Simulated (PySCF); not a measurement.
Compound: C2H6OS3Si2.
Bonds: O1–Si2, Si2–S3, S3–Si4, Si2–S5, S5–C6, C6–C7 (double), C7–S8, Si2–S8. Hydrogens: H9 on O1; H10, H11, H12 on Si4; H13 on C6; H14 on C7.

NICS = −σ at a ghost point: NICS(0) at the centroid of the ring atoms, NICS(1) 1 Å to either side along the normal of their mean plane, zz for the tensor component along that normal. Level: GIAO PBE0/pcSseg-1 (PySCF, non-relativistic, gas phase) on the GFN2-xTB geometry, one conformer.

Ring bond lengths (Å), with Mayer bond orders in brackets: Si2–S5 2.150 (0.94), S5–C6 1.745 (1.08), C6–C7 1.329 (1.78), C7–S8 1.744 (1.08), S8–Si2 2.154 (0.93).

Give the NICS values of each ring in ppm.

| ring | type | NICS(0) | NICS(1), two faces | NICS(1)zz, two faces | rms pucker (Å) | centre to ring atoms, mean (Å) |
| --- | --- | --- | --- | --- | --- | --- |
| Si2–S5–C6–C7–S8 | 5-membered ring with 2 S and Si; formal bonds 1 double, 4 single | -8.4 | -4.9 / -5.7 | -5.5 / -6.7 | 0.03 | 1.53 |

What can be read from them?

- Si2–S5–C6–C7–S8: mean NICS(1)zz -6.1 ppm, shielded. Si2 has four or more neighbours, and the NICS criterion for π rings isn't applied.

Give the inner angles of the rings and the Hirshfeld charges of the ring atoms.

- Si2–S5–C6–C7–S8: Si2 99.8° (+0.345 e), S5 95.8° (-0.043 e), C6 124.2° (-0.085 e), C7 124.2° (-0.085 e), S8 95.8° (-0.047 e); sum 539.8° against 540° for a flat convex ring.

Shape of the structure used: `[OH:1][Si:2]1([S:3][SiH3:4])[S:5][CH:6]=[CH:7][S:8]1`: O1–Si2–S3–Si4 -178°, H–O1–Si2–S3 -8°.
